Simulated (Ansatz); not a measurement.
Computed with Ansatz on PBE0-D4/def2-TZVP structures; ΔE is electronic, products minus reactants. CCSD(T)/CBS adds triple-zeta CCSD(T) − MP2 to the extrapolated MP2 energy (def2 sets, frozen cores). Functionals use def2-TZVPP. B3LYP here is the variant with VWN-RPA as its local correlation; programs differ in this. One conformer a species, not always the lowest.

Reaction (cleavage of the B–Si bond): `B[SiH](N)P` + `NCS` → `BSCN` + `N[SiH2]P`

`B[SiH](N)P`:

Z-matrix (Å, degrees):
```
B
P 1 2.479
Si 1 1.936 2 61.9
H 1 1.194 2 105.9 3 117.4
H 1 1.199 2 105.4 3 -114.0
H 2 1.419 1 89.8 3 -95.8
H 2 1.459 1 45.0 3 169.4
N 3 1.706 1 121.8 2 -110.7
H 3 1.480 1 124.3 2 95.4
H 8 1.006 3 122.2 1 160.6
H 8 1.006 3 120.3 1 8.8
```

`NCS`:

Z-matrix (Å, degrees):
```
C
S 1 1.811
N 1 1.444 2 112.7
H 1 1.097 2 107.3 3 -128.3
H 1 1.092 2 104.7 3 117.9
H 2 1.342 1 96.7 3 83.9
H 3 1.012 1 111.0 2 -65.0
H 3 1.014 1 110.4 2 175.5
```

`BSCN`:

```xyz
10

B     1.190    1.223    1.004
S     0.597    1.141   -0.647
C    -0.770   -0.061   -0.557
N    -0.277   -1.397   -0.336
H     2.123    1.942    1.196
H     0.662    0.601    1.873
H    -1.331    0.088   -1.489
H    -1.413    0.226    0.275
H     0.264   -1.722   -1.127
H    -1.045   -2.041   -0.193
```

`N[SiH2]P`:

Cartesian coordinates in Å:
```
N 1.168 -0.895 -0.556
Si -0.262 0.057 -0.541
P -1.100 0.024 1.554
H 1.974 -0.634 -0.013
H 1.435 -1.386 -1.393
H -1.226 -0.601 -1.462
H -0.084 1.466 -1.001
H -0.012 0.783 2.070
H -1.894 1.186 1.342
```

| level | ΔE (eV) |
| --- | --- |
| B3LYP-D4 | -1.24 |
| r2SCANh-D4 | -1.13 |
| CAM-B3LYP-D4 | -1.29 |
| BLYP | -1.22 |
| r2SCANh | -1.13 |
| HF/def2-TZVPP | -1.67 |
| SCS-MP2/def2-TZVPP | -1.33 |
| CCSD(T)/def2-TZVPP | -1.22 |

Q: What does CCSD(T)/CBS give? (An estimate is asked.)

A: Ansatz gave: -1.21 eV. The listed levels differ from it by -0.03, 0.08, -0.08, -0.01, 0.08, -0.46, -0.12, -0.01 eV.

Largest T1 diagnostic among the species: 0.016.

From PBE to PBE0 (25 % exact exchange), in def2-TZVPP and without D4, ΔE moves by −0.09 eV. In def2-TZVPP, CCSD(T) changes the Hartree–Fock value by +0.45 eV (the triples alone add +0.06 eV) and MP2 by +0.43 eV.
